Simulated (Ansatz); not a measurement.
`F[BH][GaH][F]` + `[AsH3]` → `FB[AsH2]` + `[F][GaH2]` at 400 K and 1 bar (cleavage of the B–Ga bond).

Calculated with Ansatz (gas phase, PBE0-D4/def2-TZVP geometries, no zero-point term in ΔE). CCSD(T)/CBS is the MP2 limit (def2-TZVPP, def2-QZVPP) plus CCSD(T) − MP2 in def2-TZVPP, frozen cores. For As, Ga outer-core shells are correlated without core-valence functions, which leaves a few kJ/mol of doubt a bond. Scalar relativity is left out up to krypton. One conformer a species, not always the lowest.

```csv
species,CCSD(T)/CBS energy (Eh),H − E (kJ/mol),S (J/(mol·K))
`F[BH][GaH][F]`,-2149.58538,88.4,355.2
`[AsH3]`,-2236.79077,72.0,234.9
`FB[AsH2]`,-2361.43380,102.7,314.9
`[F][GaH2]`,-2024.95631,56.3,268.5
```

H − E and S are ideal-gas, rigid-rotor, harmonic terms from PBE0-D4/def2-TZVP, for one conformer and one mirror image of each species. 1 Eh = 2625.50 kJ/mol, R = 8.31446 J/(mol·K).

Question: By hand: ΔE, ΔH, ΔS and ΔG.

Answer: ΔE = (-2361.43380) + (-2024.95631) − (-2149.58538) − (-2236.79077) = -0.01396 Eh = -36.7 kJ/mol. Δ(H − E) = 102.7 + 56.3 − 88.4 − 72.0 = -1.4, so ΔH = -38.1 kJ/mol. ΔS = 314.9 + 268.5 − 355.2 − 234.9 = -6.7 J/(mol·K). ΔG = -38.1 − 400 × (-6.7)/1000 = -35.4 kJ/mol.

Question: By hand: the equilibrium constant, and the temperature at which ΔG would vanish if ΔH and ΔS stayed fixed.

Answer: log₁₀ K = −ΔG/(RT ln 10) = 4.6. ΔG = 0 at ΔH/ΔS = 5687 K, far beyond where these terms or the molecules hold.

The number of gas molecules stays the same, so ΔS is small and ΔH decides. A doubt of 5 kJ/mol in ΔE shifts log₁₀ K by 0.7 here. Other conformers and mirror images would add mixing entropy, several J/(mol·K) or more a flexible species. Modes under 60 cm⁻¹, often nearly free rotors, make the harmonic entropy too high. These are equilibria of isolated gas molecules and say nothing of rates. Largest T1 diagnostic: 0.015 (customary marks: 0.02 for closed shells, 0.045 for open ones).
